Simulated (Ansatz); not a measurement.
The cluster Ge₃Te₂, relaxed as a singlet with RKS PBE-D4/def2-SVP in Ansatz, starting from the GFN2-xTB geometry. Force threshold 0.02 eV/Å.

In the def2 sets Te takes a core potential; there is no spin–orbit coupling. The restricted singlet is unstable towards broken spin symmetry in Hartree–Fock (as tested in another run); at PBE-D4/def2-SVP this wasn't settled. Another isomer (singlet) lies 0.50 eV lower at PBE0-D4/def2-TZVP; other spin states weren't run for this one.

Start:

| atom | x (Å) | y (Å) | z (Å) |
| --- | --- | --- | --- |
| Ge1 | 0.825 | -0.763 | 0.831 |
| Ge2 | 0.132 | 1.645 | 1.203 |
| Ge3 | -1.303 | 0.308 | -0.407 |
| Te4 | -0.853 | -2.256 | -0.483 |
| Te5 | 1.199 | 1.067 | -1.144 |

| step | energy (eV) | largest force component (eV/Å) | SCF passes |
| --- | --- | --- | --- |
| 1 | -184097.9725 | 0.983 | 21 |
| 2 | -184097.9764 | 0.882 | 27 |
| 3 | -184098.0997 | 0.293 | 22 |
| 4 | -184098.1092 | 0.103 | 22 |
| 5 | -184098.1119 | 0.036 | 21 |
| 6 | -184098.1128 | 0.022 | 21 |
| 7 | -184098.1129 | 0.012 | 23 |

Force components are those of the run's own axes.

End:

```xyz
5

Ge    0.9005   -0.7585    0.8207
Ge    0.0518    1.6091    1.3059
Ge   -1.3115    0.3544   -0.4632
Te   -0.8765   -2.2456   -0.4361
Te    1.2357    1.0406   -1.2272
```

By distances, no bond broke or formed. The bond that changes most is Ge2–Te5, from 2.64 to 2.85 Å (atoms count from 1).

No frequencies were taken in this run, so the end may be a saddle point.

Hardware: 4 threads of Arm Neoverse V2 on a shared host. Wall time 13 s.
